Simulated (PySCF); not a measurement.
Species: H12N4Zn (charge +2 and singlet state).
Cartesian coordinates in Å at the PBE0-D3(BJ)/def2-SVP level; atoms count from 1:
```
atom  x, y, z in Å
N1    -1.035    0.176    1.794
Zn2   -0.012   -0.009    0.003
N3    -0.528    1.566   -1.238
N4    -0.471   -1.804   -0.922
N5     2.026    0.062    0.364
H6    -1.689    0.966    1.819
H7    -0.426    0.318    2.607
H8    -1.607   -0.639    2.040
H9    -0.508    2.482   -0.777
H10    0.088    1.674   -2.053
H11   -1.472    1.494   -1.634
H12   -0.808   -1.699   -1.886
H13   -1.201   -2.348   -0.451
H14    0.325   -2.448   -0.995
H15    2.601    0.010   -0.484
H16    2.335    0.920    0.835
H17    2.370   -0.700    0.960
```

Theory: PBE0-D3(BJ)/def2-SVP geometry optimisation, gas phase in PySCF.

Question: Which atoms are bound to Zn2, and at what distances?

Answer: 4 atoms: N1 2.071 Å, N4 2.071 Å, N3 2.071 Å, N5 2.071 Å. The nearest atom not counted as bound is H14, at 2.66 Å (others tie with it).

Question: List the angles at Zn2.

Answer: 
```tsv
angle	degrees	distance of the outer atoms (Å)
N1–Zn2–N4	110.8	3.41
N3–Zn2–N4	109.7	3.39
N1–Zn2–N5	109.4	3.38
N1–Zn2–N3	109.1	3.37
N4–Zn2–N5	109.0	3.37
N3–Zn2–N5	108.9	3.37
```

Question: What is the shape at Zn2?

Answer: Tetrahedral: angles from 108.9° to 110.8°; τ4 = (360° − α − β)/141° = 0.99 with α and β the two widest (0 for a square, 1 for a tetrahedron).

Question: What are the other bond lengths?

Answer: N1–H6 and 11 like bonds 1.026 Å.

Charge +2, singlet. The ion is multiply charged and computed without counter-ions or solvent. Not checked by PBE0-D3(BJ)/def2-SVP frequencies.

Time: 20 s of wall time. Hardware: one thread of an x86-64 server, no GPU, on a shared host. This is the geometry optimisation.
